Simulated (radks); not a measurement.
Results of a calculation; reference values are marked as such.
Coulomb parameter of the 4f shell of the ytterbium ion Yb+ in the model configuration [Xe] 4f13 5d1 6s1, as a second difference U = [E(n + 0.5) + E(n - 0.5) - 2 E(n)] / (0.5)^2 with all orbitals relaxed. "Bare": the charge of the atom changes with n. "Screened": the 5d shell takes up the change at fixed total charge, which measures U(4f,4f) + U(5d,5d) - 2 U(4f,5d). Level of theory: Dirac Kohn-Sham, PBE, spin-unpolarised, spherical densities, point nucleus; open shells are shared between the two j in proportion to 2j + 1 (a radial shooting solver on a logarithmic mesh with Libxc functionals).

case                   configuration  E - E(n) (eV)
start              [Xe] 4f13 5d1 6s1          0.000
bare +0.5        [Xe] 4f13.5 5d1 6s1         -6.178
bare -0.5        [Xe] 4f12.5 5d1 6s1         10.221
screened +0.5  [Xe] 4f13.5 5d0.5 6s1         -3.467
screened -0.5  [Xe] 4f12.5 5d1.5 6s1          4.830

U(bare) = 16.171 eV, U(screened by 5d) = 5.454 eV, against the Slater integral F0(4f,4f) = 34.239 eV with frozen orbitals.
